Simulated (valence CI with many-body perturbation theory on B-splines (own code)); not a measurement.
# Assign the levels of Ag¹⁶⁺

Calculated by configuration interaction combined with many-body perturbation theory (CI+MBPT): three valence electrons over a frozen Dirac-Fock core [Ar] 3d10, radial functions for each j: 11 s, 11 p, 10 d, 8 f, 5 g, 2 h, with the one-electron correlation potential Σ1, the two-electron term Σ2, the three-electron term Σ3, Breit, model QED; selected CI, second order for the rest, scaled by the run's own slope (own B-spline code, finite nucleus).

No measured spectrum was set against this ion. As an estimate, levels hold to about 250 cm⁻¹ or 0.2 % of their energy and the worst to 1 %, as in measured heavy ions of charge 2 to 7; those with d or f electrons hold less well.

```tsv
No.	J	Parity	E (cm⁻¹)	g
1	1/2	odd	0	0.664
2	3/2	odd	60325	1.333
3	1/2	even	278290	2.580
4	3/2	even	311990	1.717
5	5/2	even	333790	1.514
6	3/2	even	380160	0.849
7	5/2	even	402040	1.285
10	3/2	even	482970	1.298
11	3/2	even	600560	0.800
12	5/2	even	610670	1.200
15	5/2	odd	733850	1.198
16	1/2	odd	779180	0.665
19	5/2	odd	831630	1.044
20	7/2	odd	851130	1.249
```

Energies count from the lowest level. Strongly mixed levels and levels close to another of their J and parity are left out, so the numbers can have gaps.

**Question.** Give configuration and LS term of each level.

**Answer.** 1: 4s2 4p 2P°; 2: 4s2 4p 2P°; 3: 4s 4p2 4P; 4: 4s 4p2 4P; 5: 4s 4p2 4P; 6: 4s 4p2 2D; 7: 4s 4p2 2D; 10: 4s 4p2 2P; 11: 4s2 4d 2D; 12: 4s2 4d 2D; 15: 4p3 2D°; 16: 4p3 2P°; 19: 4s 4p 4d 4F°; 20: 4s 4p 4d 4F°.
